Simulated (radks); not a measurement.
Trend from Sc to Zn: ionisation energy by Delta-SCF between NIST ground configurations, and size. All-electron calculation, scalar-relativistic Kohn-Sham, PBE, spin-polarised, spherical densities, finite nucleus; open shells are filled with parallel spins first; Fermi nuclear charge, rms radius of each element as measured or else 0.836 A^(1/3) + 0.57 fm. Program: a radial shooting solver on a logarithmic mesh with Libxc functionals.

species  configuration  configuration of the ion  IE (eV)  NIST (eV)  kind  -e(HOMO) (eV)  outermost  <r> outermost (bohr)  r at 0.001 e/bohr^3 (bohr)
Sc        [Ar] 3d1 4s2              [Ar] 3d1 4s1    6.461      6.561  exp.     3.512 (3d)         4s                  3.77                        4.96
Ti        [Ar] 3d2 4s2              [Ar] 3d2 4s1    6.705      6.828  exp.     4.174 (4s)         4s                  3.61                        4.84
V         [Ar] 3d3 4s2                  [Ar] 3d4    5.966      6.746  exp.     4.283 (4s)         4s                  3.48                        4.73
Cr        [Ar] 3d5 4s1                  [Ar] 3d5    7.396      6.767  exp.     3.723 (3d)         4s                  3.32                        4.40
Mn        [Ar] 3d5 4s2              [Ar] 3d5 4s1    7.236      7.434  exp.     4.464 (4s)         4s                  3.28                        4.56
Fe        [Ar] 3d6 4s2              [Ar] 3d6 4s1    7.836      7.902  exp.     4.851 (4s)         4s                  3.11                        4.47
Co        [Ar] 3d7 4s2                  [Ar] 3d8    7.733      7.881  exp.     5.175 (4s)         4s                  2.97                        4.39
Ni        [Ar] 3d8 4s2                  [Ar] 3d9    7.076      7.640  exp.     5.462 (4s)         4s                  2.85                        4.31
Cu       [Ar] 3d10 4s1                 [Ar] 3d10    8.382      7.726  exp.     4.894 (3d)         4s                  2.91                        4.09
Zn       [Ar] 3d10 4s2             [Ar] 3d10 4s1    9.596      9.394  exp.     5.979 (4s)         4s                  2.65                        4.19

Reference values: NIST Atomic Spectra Database (measured). Open shells are spherical and high-spin; term and fine-structure splittings are not resolved.
